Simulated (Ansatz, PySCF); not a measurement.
System: CH3Br2Si, net charge 0, doublet state. It need not be the lowest isomer of its formula. SMILES: C[Si](Br)Br
Coordinates optimised at B3LYP-D3(BJ)/def2-TZVP (Ansatz, a first-principles code):
```
C
H 1 1.0905
H 1 1.0905 2 109.44
H 1 1.0920 2 109.09 3 119.29
Si 1 1.8754 2 109.91 4 119.92
Br 5 2.2460 1 108.81 2 -59.95
Br 5 2.2460 1 108.81 2 -179.54
```
Charge 0, spin multiplicity 2.

Property: atomisation energy (electronic, to ground-state atoms), in kcal/mol. Cores are frozen in the correlated levels unless marked. Open shells are spin-unrestricted. No spin-orbit coupling. Frozen are the shells of the preceding noble gas and the d and f shells that filled before the atom's block. Non-relativistic. The coupled-cluster limit lacks core correlation, which all-electron functionals hold. Basis-set limits of correlation are two-point, X^-3; Hartree-Fock from the larger set. The bracket is a focal-point correction in the basis named.

```csv
level,program,atomisation energy (kcal/mol)
BLYP-D3(BJ)/def2-TZVPD,Ansatz + dftd3,535.5
B97M-V/def2-TZVPD,Ansatz,542.0
PBE0/6-31G*,Ansatz,?
PBE0/def2-TZVPD,Ansatz,541.2
BHLYP-D3(BJ)/def2-TZVPD,Ansatz + dftd3,527.9
BHLYP-D4/def2-TZVPD,Ansatz + dftd4,526.9
r2SCANh-D4/def2-TZVPD,Ansatz + dftd4,546.0
r2SCAN0-D4/def2-TZVPD,Ansatz + dftd4,542.0
M06-2X/def2-TZVPD,PySCF,537.4
B2GP-PLYP-D3(BJ)/def2-TZVPD,Ansatz + dftd3,535.2
B2GP-PLYP-D4/def2-TZVPD,Ansatz + dftd4,531.5
B2PLYP-D3(BJ)/def2-TZVPD,Ansatz + dftd3,?
RPA@PBE/def2-QZVPP,Ansatz,499.4
SCS-MP2/6-31G,Ansatz,421.7
SCS-MP2/6-31G*,Ansatz,484.3
CCSD/STO-3G,Ansatz,572.4
"RI-MP2/CBS(def2-TZVPP,def2-QZVPP)+[CCSD(T)-MP2]/def2-TZVPP",Ansatz,538.5
```

Some entries are withheld; supply them.


- PBE0/6-31G*, atomisation energy (kcal/mol): 536.2
- B2PLYP-D3(BJ)/def2-TZVPD, atomisation energy (kcal/mol): 534.3
